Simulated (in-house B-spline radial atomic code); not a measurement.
Inner levels of holmium as electrons are removed. A shift is the extra binding of the orbital against the neutral atom ([Xe] 4f11 6s2). The density at the nucleus is averaged over the nuclear charge. Computed with a B-spline radial code for spherical atoms: Dirac-Hartree-Fock, average of the configuration, finite nuclei.

```csv
ion,configuration,shift of 2p3/2 (eV),shift of 2s1/2 (eV),shift of 2p1/2 (eV),radius of 2p3/2 (bohr),radius of 2s1/2 (bohr),radius of 2p1/2 (bohr),Σ<r²> (bohr²),change of density at nucleus (bohr⁻³)
Ho53+,[Ne] 3s2 3p2,3770.87,3754.2,3795.25,0.078704,0.08617,0.071884,0.25801,1278.46
Ho54+,[Ne] 3s2 3p1,3921.91,3903.81,3948.64,0.078604,0.086071,0.0718,0.20831,1611.43
Ho55+,[Ne] 3s2,4074.37,4054.78,4103.5,0.078501,0.085971,0.071715,0.15966,1947.21
Ho56+,[Ne] 3s1,4223.58,4197.6,4254.92,0.07841,0.08597,0.071638,0.10989,-9424.4
Ho57+,[He] 2s2 2p6,4373.96,4341.49,4407.56,0.078317,0.085911,0.071561,0.061003,-21045.2
Ho58+,[He] 2s2 2p5,4678.87,4610.74,4723.5,0.077767,0.085499,0.071087,0.053266,-20291.4
Ho59+,[He] 2s2 2p4,4986.86,4882.43,5042.71,0.077226,0.08509,0.07062,0.045743,-19537.9
Ho60+,[He] 2s2 2p3,5297.95,5156.58,5365.2,0.076693,0.084684,0.070157,0.038427,-18785.1
```
